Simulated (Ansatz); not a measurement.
A run for Ansatz (a quantum-chemistry and plane-wave program): R-r2SCAN/def2-TZVPP on C3H6O2 (SMILES COC(C)=O), a point of a torsion scan.

Ansatz 0.2 input:
```yaml
crystal:
  periodic: [false, false, false]
  atoms:
    - {symbol: C, position_ang: [1.39497875, 1.13415978, 0.62367515]}
    - {symbol: O, position_ang: [0.41226950, 0.11912165, 0.75490268]}
    - {symbol: C, position_ang: [-0.41218422, -0.08608250, -0.31025533]}
    - {symbol: C, position_ang: [-1.85548524, -0.10047220, 0.10978267]}
    - {symbol: O, position_ang: [-0.00883217, -0.38258127, -1.39872108]}
    - {symbol: H, position_ang: [0.93325487, 2.11423589, 0.77292071]}
    - {symbol: H, position_ang: [2.13824126, 0.95521143, 1.39795191]}
    - {symbol: H, position_ang: [1.86981899, 1.09461164, -0.36018402]}
    - {symbol: H, position_ang: [-2.47408786, -0.51343408, -0.68085453]}
    - {symbol: H, position_ang: [-2.16868007, 0.91946968, 0.32637153]}
    - {symbol: H, position_ang: [-1.95695535, -0.68347575, 1.02144698]}
basis:
  gaussian:
    orbitals: def2-TZVPP
hamiltonian:
  xc: {name: r2SCAN}
scf: {lower_state_search: off}
```

The head of its log:

```
WARN ansatz: RAYON_NUM_THREADS=1 ignored (pool sized by the plan → 1); use --threads N
Functional definition: r2SCAN
these checks for a lower state are left out or cut short: stability, starts, cluster_reference, orbital_swaps, neighbouring_geometries, increment
integrals: 0.14 GiB planned
1196 factors; their error is unknown
mean field: 1.12 GiB planned
mean field evaluation 1: about -7291.8337 eV, gradient 7.2e1 eV
mean field evaluation 2: about -7284.1802 eV, gradient 9.5e1 eV
```

Question: What total energy does the run end on?

Answer: -268.3398 hartree.
